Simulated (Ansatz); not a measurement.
One change: `N=C1C[CH]1[GeH3]` becomes `N=C1CC1Cl`.

Ansatz, PBE0-D4/def2-TZVP geometries, multiplicity 1. Each molecule was computed in one conformer, which needn't be the lowest.

Scalar relativity is left out up to krypton.

| property | `N=C1C[CH]1[GeH3]` |
| --- | --- |
| HOMO–LUMO gap (ωB97M-V/def2-TZVPP) / eV | 11.04 |
| size of the dipole moment (PBE/def2-TZVPP) / D | 2.08 |
| size of the dipole moment (B3LYP/def2-TZVPP) / D | 2.19 |
| LUMO energy (PBE/def2-TZVPP) / eV | -1.52 |
| LUMO energy (ωB97M-V/def2-TZVPP) / eV | 1.63 |
| LUMO energy (PBE0/def2-TZVPP) / eV | -0.47 |

Problem. What does the change do to each property? (An estimate is asked.)

Solution. The calculation gave: 
```
                                        property  `N=C1CC1Cl`  shift
         HOMO–LUMO gap (ωB97M-V/def2-TZVPP) / eV        10.70  -0.34
  size of the dipole moment (PBE/def2-TZVPP) / D         1.64  -0.44
size of the dipole moment (B3LYP/def2-TZVPP) / D         1.72  -0.47
               LUMO energy (PBE/def2-TZVPP) / eV        -2.19  -0.67
           LUMO energy (ωB97M-V/def2-TZVPP) / eV         1.09  -0.54
              LUMO energy (PBE0/def2-TZVPP) / eV        -1.14  -0.67
```

With PBE0 the HOMO falls by 0.21 eV and the LUMO falls by 0.67 eV, so the gap narrows by about 0.46 eV. PBE moves the HOMO by -0.20 eV and ωB97M-V by -0.20 eV. Dipoles are sizes alone; their direction can turn.

B3LYP here is the variant with VWN-RPA as its local correlation; programs differ in this.
